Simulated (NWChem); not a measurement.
System: CH₃CdClS; SMILES C[S][Cd][Cl]

```xyz
7

Cd     0.1380    -0.2889     0.0000
Cl    -0.2209    -2.5520     0.0000
S      0.5331     2.0155     0.0000
C     -1.1549     2.7178     0.0000
H     -1.7234     2.4424    -0.8988
H     -1.0242     3.8094     0.0000
H     -1.7234     2.4424     0.8988
```
Atoms are numbered in this order, from 1.

Structure relaxed at the PBE0/def2-SVP level. def2 effective core potentials on Cd; no spin-orbit coupling.

Symmetry labels are those of Cs in the frame above (b1 and b2, or b-type labels, depend on it).

**Question.** List the 6 lowest vertical singlet excitations from PBE0/def2-SVP with def2 effective core potentials on Cd, TDA (NWChem).

**Answer.** 
```json
[
 {"state": "S1", "energy (eV)": "3.94", "oscillator strength": "0.009", "symmetry": "a\"", "leading excitation (squared amplitude)": "HOMO → LUMO (0.99)"},
 {"state": "S2", "energy (eV)": "4.82", "oscillator strength": "0.001", "symmetry": "a\"", "leading excitation (squared amplitude)": "HOMO → LUMO+1 (0.99)"},
 {"state": "S3", "energy (eV)": "5.31", "oscillator strength": "0.012", "symmetry": "a'", "leading excitation (squared amplitude)": "HOMO → LUMO+2 (0.65)"},
 {"state": "S4", "energy (eV)": "5.54", "oscillator strength": "0.017", "symmetry": "a'", "leading excitation (squared amplitude)": "HOMO−2 → LUMO (0.96)"},
 {"state": "S5", "energy (eV)": "5.56", "oscillator strength": "0.021", "symmetry": "a\"", "leading excitation (squared amplitude)": "HOMO−3 → LUMO (0.99)"},
 {"state": "S6", "energy (eV)": "6.16", "oscillator strength": "0.049", "symmetry": "a'", "leading excitation (squared amplitude)": "HOMO−1 → LUMO+1 (0.90)"}
]
```
